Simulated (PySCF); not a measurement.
Calculation: PySCF with PBE0-D4/def2-TZVP. Isolated molecules, 0 K electronic values unless said otherwise. Excitations are Tamm–Dancoff values on a coarser integration grid. The basis has no diffuse functions, so Rydberg states are missing or too high.

Reference species (SMILES): `ClB(Cl)Br` (neutral, multiplicity 1).

- HOMO = -8.66 eV
- S1 oscillator strength = 0.000
- S1–T1 gap (TDA) = 0.18 eV
- LUMO = -1.83 eV

Changed species: `BrB(Br)Br` (3 of 3 Cl replaced by Br; the reference has 1 of 3 Cl replaced by Br).

Problem. Predict the effect on the HOMO, S1 oscillator strength, S1–T1 gap (TDA) and LUMO.

Solution. the HOMO goes up by 0.35 eV, to -8.31 eV; the S1 oscillator strength is nearly the same; the S1–T1 gap (TDA) is nearly the same; the LUMO decreases by 0.27 eV, to -2.10 eV.
